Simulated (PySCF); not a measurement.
**Correlation energy of In⁺ (indium, charge +1)**

[Kr] 4d10 5s2, closed-shell 1S. Calculation: PySCF 2.14, in def2-QZVPPD with the def2 core potential (28 electrons) (8s6p5d4f1g, 88 functions); scalar relativity through the core potential. Frozen: nothing; 20 electrons correlated.

```
  level  correlation energy (mhartree)
   CCSD                        -548.86
    (T)                         -14.45
CCSD(T)                        -563.31
```

Diagnostics: T1 = 0.011, D1 = 0.0404, largest double amplitude 0.069.

Cost of the coupled-cluster step: roughly 28 core-seconds, for 20 correlated electrons.

Iterations:

```
CC2 = 0
CCSD nocc = 10, nmo = 88
frozen orbitals []
max_cycle = 100
direct = 0
conv_tol = 1e-08
conv_tol_normt = 1e-06
diis_space = 8
diis_start_cycle = 0
Init t2, MP2 energy = -189.603738415261  E_corr(MP2) -0.584862331721534
Init E_corr(CCSD) = -0.584862331734462
cycle = 1  E_corr(CCSD) = -0.534469271501774  dE = 0.0503930602  norm(t1,t2) = 0.0489032
cycle = 2  E_corr(CCSD) = -0.549358669213174  dE = -0.0148893977  norm(t1,t2) = 0.0140064
cycle = 3  E_corr(CCSD) = -0.54787160997064  dE = 0.00148705924  norm(t1,t2) = 0.00536029
cycle = 4  E_corr(CCSD) = -0.548808445568479  dE = -0.000936835598  norm(t1,t2) = 0.00182483
cycle = 5  E_corr(CCSD) = -0.548867603039407  dE = -5.91574709e-05  norm(t1,t2) = 0.000165373
cycle = 6  E_corr(CCSD) = -0.548856299411922  dE = 1.13036275e-05  norm(t1,t2) = 3.49667e-05
cycle = 7  E_corr(CCSD) = -0.548856302589876  dE = -3.17795368e-09  norm(t1,t2) = 7.86091e-06
cycle = 8  E_corr(CCSD) = -0.54885718492733  dE = -8.82337454e-07  norm(t1,t2) = 1.84226e-06
cycle = 9  E_corr(CCSD) = -0.548857252735025  dE = -6.78076949e-08  norm(t1,t2) = 2.71917e-07
cycle = 10  E_corr(CCSD) = -0.548857215609973  dE = 3.71250517e-08  norm(t1,t2) = 5.78002e-08
cycle = 11  E_corr(CCSD) = -0.548857218050027  dE = -2.44005405e-09  norm(t1,t2) = 1.24575e-08
CCSD converged
E(CCSD) = -189.567733301589  E_corr = -0.548857218050027
CCSD(T) correction = -0.014450959618791
```

The basis has no tight functions for the innermost shells, so their pair energies are far from complete.

This basis was not built for core-valence correlation, so the inner-shell part is incomplete.
